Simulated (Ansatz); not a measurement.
`F[CH2][SnH2][F]`. The species carries charge 0 and has multiplicity 1. Sn: def2 effective core potential. The structure was optimised at the PBE0-D4/def2-TZVP level. It is one conformer, not always the lowest.

```xyz
8

F    -1.047   -0.033    1.827
C     0.128   -0.244    1.122
Sn   -0.194    0.232   -0.962
F     1.540   -0.110   -1.740
H     0.910    0.393    1.540
H     0.423   -1.290    1.232
H    -1.259   -0.829   -1.761
H    -0.500    1.881   -1.258
```

(1) What is the dipole moment at PBE/def2-TZVPP? (An estimate is asked.)

(2) And with r2SCAN, B3LYP, ωB97M-V? (Estimate.)

(3) Give the Mulliken charges with PBE, ωB97M-V, r2SCAN in def2-TZVPP. (Best estimate.)

Results:

(1) Ansatz gave: 1.24 D, with components (-0.98, 0.12, 0.75) D in this frame, pointing from negative to positive charge.

(2) The calculation gave: r2SCAN 1.26 D, B3LYP 1.24 D, ωB97M-V 1.25 D.

(3) Computed: 
```csv
atom,PBE,ωB97M-V,r2SCAN
F1,-0.20,-0.23,-0.24
C2,-0.19,-0.20,-0.10
Sn3,0.85,0.83,0.89
F4,-0.46,-0.50,-0.50
H5,0.12,0.14,0.09
H6,0.12,0.14,0.09
H7,-0.12,-0.08,-0.12
H8,-0.12,-0.08,-0.12
```

B3LYP here is the variant with VWN-RPA as its local correlation; programs differ in this.
